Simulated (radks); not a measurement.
All-electron atom: Eu+ in [Xe] 4f7 6s1 (the NIST ground configuration).

Calculated with a radial shooting solver on a logarithmic mesh with Libxc functionals: scalar-relativistic Kohn-Sham, B86b exchange with PBE correlation, spin-polarised, spherical densities, finite nucleus; open shells are filled with parallel spins first (spin-orbit coupling, left out, can overturn this in heavy ions); Fermi nuclear charge, rms radius 5.1115 fm.

Energy parts (eV):
part                      energy
total                 -295090.39
kinetic                316098.52
electron-nucleus      -718875.66
Hartree                114305.09
exchange-correlation    -6618.33

Orbitals (lengths in bohr, moments of r in powers of bohr; <r^-3> diverges for s and p1/2):
orbital  occ.  eigenvalue (eV)      <r>      <r^4>  <r^-3>
1s up       1        -48372.50  0.02232  1.225e-06       -
1s down     1        -48372.49  0.02232  1.225e-06       -
2s up       1        -7947.654  0.09511  0.0001961       -
2s down     1        -7947.616  0.09511  0.0001960       -
2p up       3        -7082.065  0.08389  0.0001459   10780
2p down     3        -7082.038  0.08389  0.0001459   10780
3s up       1        -1753.738   0.2496   0.007652       -
3s down     1        -1751.464   0.2494   0.007625       -
3p up       3        -1484.282   0.2481   0.008016    2244
3p down     3        -1482.020   0.2479   0.007981    2249
3d up       5        -1123.685   0.2261   0.006440   303.7
3d down     5        -1121.949   0.2258   0.006398   304.4
4s up       1        -354.6131   0.5663     0.1905       -
4s down     1        -349.0255   0.5661     0.1904       -
4p up       3        -266.0065   0.5997     0.2504   496.3
4p down     3        -260.4290   0.5996     0.2506   495.9
4d up       5        -142.5336   0.6544     0.4034   55.84
4d down     5        -136.9757   0.6551     0.4077   55.71
4f up       7         -10.3208   0.9481      4.964   6.910
4f down     0          -5.5134    1.046      10.76   6.397
5s up       1         -51.9221    1.374      6.724       -
5s down     1         -48.7119    1.397      7.212       -
5p up       3         -30.7902    1.616      13.86   65.87
5p down     3         -28.3249    1.651      15.13   61.22
5d up       0          -7.5970    2.773      162.0   2.706
5d down     0          -6.1633    2.828      173.6   2.453
6s up       1          -8.9451    3.802      393.4       -
6p up       0          -5.6423    4.845       1047   6.109

The highest occupied level is 6s up at -8.945 eV. The spin density at the nucleus is 30.63 e/bohr^3 (1s 0.12, 2s -0.68, 3s -13.83, 4s 0.94, 5s 14.22, 6s 29.85). Summed over all electrons, <r^2> = 56.73 bohr^2, which gives a Langevin (diamagnetic) susceptibility term of -44.9 x 10^-6 cm^3/mol. The density falls to 0.001 e/bohr^3 at r = 4.48 bohr. Spin moment in Bohr magnetons: 8. The electron density at the nucleus is 6.059e+05 e/bohr^3 (large components only). For comparison, the ionisation energy in NIST's Atomic Spectra Database is 11.24 eV (semi-empirical). In exact Kohn-Sham theory the highest level is minus the ionisation energy, but local and semilocal functionals leave it too shallow, through self-interaction and a potential that decays too fast; potentials with the right tail come closer.
